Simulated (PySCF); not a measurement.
# One molecule, several mistakes: C2H7OSi

These are calculations, not measurements. They come from PySCF 2.14.0, an open-source quantum chemistry program, on an isolated molecule that a program drew, which may never have been made. The molecule is C2H7OSi (charge 0, doublet), drawn as the SMILES string `OCC[SiH2]`.

Each row is a Hartree-Fock (HF) and frozen-core CCSD(T) single point in the cc-pV(D+d)Z basis, meant for a local HF minimum. Run 1 is clean. Each other run has one planted mistake out of seven kinds, and not every kind appears here: one electron removed, one electron added, multiplicity raised by two, geometry at a saddle point, minimal basis STO-3G, one bond length entered in bohr, all coordinates scaled. The reference is restricted for singlets and unrestricted otherwise, and also for a bond in bohr. Adding or removing an electron swaps singlet and doublet. Electrons count all cores. HOMO and LUMO are orbital energies over both spins, the gradient is its largest component, and the lowest frequency (negative if imaginary) is given only where the gradient is small. Bond lengths are over the 10 bonds as drawn. T1 is the CCSD diagnostic: over 0.02 (restricted) or 0.045 (unrestricted) a single reference is doubtful.

Geometry of the clean run:
```xyz
11
C2H7OSi, angstrom
O     0.0970   -1.9310    2.2034
C    -0.6627   -2.4272    1.1311
C     0.2846   -2.7149   -0.0238
Si    1.3973   -1.2402   -0.4745
H    -0.4755   -1.6808    2.9126
H    -1.1941   -3.3393    1.4254
H    -1.4156   -1.6939    0.8205
H    -0.2942   -3.0057   -0.9071
H     0.9235   -3.5668    0.2283
H     2.0415   -1.4794   -1.7936
H     0.6016    0.0135   -0.5438
```

| run | electrons | basis functions | <S^2> | HOMO (eV) | LUMO (eV) | gradient (hartree/bohr) | lowest frequency (cm^-1) | mean bond (Å) | longest bond (Å) | T1 | HF (hartree) | CCSD(T) (hartree) | mistake |
|---|---|---|---|---|---|---|---|---|---|---|---|---|---|
| 1 | 41 | 100 | 0.754 | -8.52 | 2.03 | 2.0e-05 | 113 | 1.3128 | 1.902 | 0.0104 | -443.57011 | -444.19643 | no fault |
| 2 | 40 | 100 | 0.000 | -16.49 | -6.62 | 6.7e-02 | - | 1.3128 | 1.902 | 0.0139 | -443.29153 | -443.91066 | one electron removed |
| 3 | 41 | 31 | 0.752 | -6.29 | 6.68 | 6.7e-02 | - | 1.3128 | 1.902 | 0.0052 | -438.26841 | -438.49315 | ? |
| 4 | 42 | 100 | 0.000 | 0.19 | 8.56 | 6.0e-02 | - | 1.3128 | 1.902 | 0.0099 | -443.52714 | -444.18582 | ? |

**Which mistake was planted in run 3, and what did it cost?**

It has 31 basis functions where the clean run has 100, with the same electrons and geometry. So the mistake is: minimal basis STO-3G. Subtracting run 1 and multiplying by 627.51 kcal/mol a hartree, the energy moved by 3326.9 kcal/mol in HF and 3578.9 kcal/mol in CCSD(T).

**Which mistake was planted in run 4, and what did it cost?**

It counts 42 electrons, one more than the clean run, at the same geometry and basis. So the mistake is: one electron added. Subtracting run 1 and multiplying by 627.51 kcal/mol a hartree, the energy moved by 27.0 kcal/mol in HF and 6.7 kcal/mol in CCSD(T).

Cautions from the logs. Run 4: the HOMO is above zero, so the electron isn't bound and the energy depends on the basis.
